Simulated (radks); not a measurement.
Results of a calculation; reference values are marked as such.
The zinc ion Zn4+, 26 electrons, occupied as [Ar] 3d8 (the NIST ground configuration). Code: a radial shooting solver on a logarithmic mesh with Libxc functionals. Model: scalar-relativistic Kohn-Sham, PBE, spin-polarised, spherical densities, point nucleus; open shells are filled with parallel spins first. Some entries of the table are withheld. Estimate them.

| orbital | occ. | eigenvalue (eV) | <r> (bohr) | r(max) (bohr) |
|---|---|---|---|---|
| 1s down | 1 | -9593.151 | 0.05031 | 0.03291 |
| 1s up | 1 | -9593.149 | 0.05031 | 0.03291 |
| 2s up | 1 | -1227.159 | 0.2263 | 0.1893 |
| 2s down | 1 | -1225.701 | 0.2261 | 0.1892 |
| 2p up | 3 | -1072.610 | 0.1984 | 0.1522 |
| 2p down | 3 | -1071.519 | 0.1982 | 0.1521 |
| 3s up | 1 | -195.9910 | 0.6714 | 0.5853 |
| 3s down | 1 | -193.3259 | 0.6728 | 0.5858 |
| 3p up | 3 | -149.6970 | 0.6959 | 0.5878 |
| 3p down | 3 | -147.0748 | 0.6982 | 0.5886 |
| 3d up | 5 | (1) | 0.7692 | 0.5488 |
| 3d down | 3 | (2) | 0.7785 | 0.5517 |
| 4s up | 0 | -49.8991 | 1.847 | 1.662 |
| 4s down | 0 | -49.1334 | 1.862 | 1.675 |
| 4p up | 0 | -39.5328 | (3) | (4) |
| 4p down | 0 | -38.9021 | (5) | (6) |

Answer. 
(1) 3d up eigenvalue (eV): -74.5184
(2) 3d down eigenvalue (eV): -71.9535
(3) 4p up <r> (bohr): 2.078
(4) 4p up r(max) (bohr): 1.864
(5) 4p down <r> (bohr): 2.098
(6) 4p down r(max) (bohr): 1.880
